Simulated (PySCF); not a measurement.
A series of related molecules.

All values: CAM-B3LYP/def2-SVPD (PySCF) at GFN2-xTB geometries, gas phase, one conformer each. Core orbitals are frozen in the response; Δα² is half the sum of the squared differences of the principal polarisabilities.

Task: Rank by HOMO energy, lowest first.
A. `N[SiH2][Si@@H]([SiH3])[SiH2][SiH3]`
B. `[SiH]([SiH3])([SiH3])[SiH2][SiH3]`
C. `[Si@@H]([SiH2][SiH3])([SiH3])[SiH2]C#N`

Result: C (-9.63 eV), B (-9.27 eV), A (-8.74 eV).

Task: Rank by polarisability anisotropy Δα, lowest first.
A. `[SiH3:1][SiH2:2][SiH:3]([SiH3:4])[SiH3:5]` with Si1–Si2–Si3–Si4 -159°
B. `[N:1]#[C:2][SiH2:3][Si@@H:4]([SiH3:5])[SiH2:6][SiH3:7]` with C2–Si3–Si4–Si5 37°, Si3–Si4–Si6–Si7 97°
C. `[NH2:1][SiH2:2][Si@@H:3]([SiH3:4])[SiH2:5][SiH3:6]` with H–N1–Si2–Si3 171° and -53°, N1–Si2–Si3–Si4 -66°, Si2–Si3–Si5–Si6 77°
D. `[SiH3:1][SiH2:2][Si@@H:3]([SiH3:4])[SiH2:5][Cl:6]` with Si1–Si2–Si3–Si4 175°, Si2–Si3–Si5–Cl6 -14°

Result: C (7.55 Å³), A (8.07 Å³), D (8.31 Å³), B (10.03 Å³).

All values together:

```tsv
SMILES	change	formula	μ (D)	HOMO (eV)	LUMO (eV)	α (Å³)	Δα (Å³)	electrons	α per electron (Å³)
[SiH3][SiH2][SiH]([SiH3])[SiH3]	parent	Si5H12	0.16	-9.27	0.14	22.55	8.07	82	0.275
N#C[SiH2][Si@@H]([SiH3])[SiH2][SiH3]	H on Si replaced by CN	CH11NSi5	4.27	-9.63	-0.33	24.34	10.03	94	0.259
N[SiH2][Si@@H]([SiH3])[SiH2][SiH3]	H on Si replaced by NH2	H13NSi5	1.04	-8.74	0.14	23.51	7.55	90	0.261
[SiH3][SiH2][Si@@H]([SiH3])[SiH2]Cl	H on Si replaced by Cl	ClH11Si5	1.38	-9.33	-0.10	23.95	8.31	98	0.244
```

Conformers: `[SiH3:1][SiH2:2][SiH:3]([SiH3:4])[SiH3:5]` with Si1–Si2–Si3–Si4 -159°; `[N:1]#[C:2][SiH2:3][Si@@H:4]([SiH3:5])[SiH2:6][SiH3:7]` with C2–Si3–Si4–Si5 37°, Si3–Si4–Si6–Si7 97°; `[NH2:1][SiH2:2][Si@@H:3]([SiH3:4])[SiH2:5][SiH3:6]` with H–N1–Si2–Si3 171° and -53°, N1–Si2–Si3–Si4 -66°, Si2–Si3–Si5–Si6 77°; `[SiH3:1][SiH2:2][Si@@H:3]([SiH3:4])[SiH2:5][Cl:6]` with Si1–Si2–Si3–Si4 175°, Si2–Si3–Si5–Cl6 -14°.

Task: Give the shifts from the parent, `[SiH3][SiH2][SiH]([SiH3])[SiH3]`.

Result: 
```json
{"SMILES": "N#C[SiH2][Si@@H]([SiH3])[SiH2][SiH3]", "change in μ (D)": "+4.11", "change in HOMO (eV)": "-0.36", "change in LUMO (eV)": "-0.47", "change in mean α (Å³)": "+1.79"}
{"SMILES": "N[SiH2][Si@@H]([SiH3])[SiH2][SiH3]", "change in μ (D)": "+0.88", "change in HOMO (eV)": "+0.53", "change in LUMO (eV)": "0.00", "change in mean α (Å³)": "+0.96"}
{"SMILES": "[SiH3][SiH2][Si@@H]([SiH3])[SiH2]Cl", "change in μ (D)": "+1.22", "change in HOMO (eV)": "-0.06", "change in LUMO (eV)": "-0.24", "change in mean α (Å³)": "+1.40"}
```
